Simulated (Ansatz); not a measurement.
`F[SiH]([SiH3])O[SiH3]` + `NC[SiH2]S` → `NC[SiH2]S[SiH3]` + `O[SiH](F)[SiH3]`  (ligand exchange at the Si–O bond)

Isolated molecules relaxed with PBE0-D4/def2-TZVP in Ansatz; ΔE leaves out vibrations. CBS: MP2 limit from def2 TZ/QZ plus the TZ coupled-cluster correction, frozen cores. DFT in def2-TZVPP. B3LYP here is the variant with VWN-RPA as its local correlation; programs differ in this. One conformer a species, not always the lowest.

| level | ΔE (kJ/mol) | difference from CCSD(T)/CBS |
| --- | --- | --- |
| PBE-D4 | 21.3 | -18.7 |
| r2SCAN-D4 | 34.0 | -6.0 |
| PBE0-D4 | 27.5 | -12.5 |
| B3LYP-D4 | 42.4 | 2.4 |
| ωB97X-V | 40.3 | 0.3 |
| ωB97M-V | 38.9 | -1.1 |
| B2PLYP | 45.7 | 5.7 |
| PBE | 24.4 | -15.6 |
| r2SCAN | 34.7 | -5.3 |
| PBE0 | 30.1 | -9.9 |
| B3LYP | 47.6 | 7.6 |
| HF/def2-TZVPP | 67.6 | 27.6 |
| MP2/def2-TZVPP | 38.4 | -1.6 |
| SCS-MP2/def2-TZVPP | 46.5 | 6.5 |
| CCSD/def2-TZVPP | 47.5 | 7.5 |
| CCSD(T)/def2-TZVPP | 42.4 | 2.4 |
| HF/def2-QZVPP | 70.4 | 30.4 |
| MP2/def2-QZVPP | 38.0 | -2.0 |
| SCS-MP2/def2-QZVPP | 46.0 | 6.0 |
| HF/CBS(def2) | 70.8 | 30.8 |
| MP2/CBS(def2) | 35.9 | -4.1 |
| CCSD/CBS(def2) | 45.1 | 5.1 |
| CCSD(T)/CBS | 40.0 | 0 |

Largest T1 diagnostic among the species: 0.013.

The D4 term adds −5.2 kJ/mol with B3LYP and −2.6 kJ/mol with PBE0; it sums over pairs of atoms, weighted by their polarisabilities, and B3LYP, whose exchange is more repulsive, gets the larger term. From PBE to PBE0 (25 % exact exchange), in def2-TZVPP and without D4, ΔE moves by +5.7 kJ/mol. In def2-TZVPP, CCSD(T) changes the Hartree–Fock value by −25.2 kJ/mol (the triples alone add −5.1 kJ/mol) and MP2 by −29.2 kJ/mol.
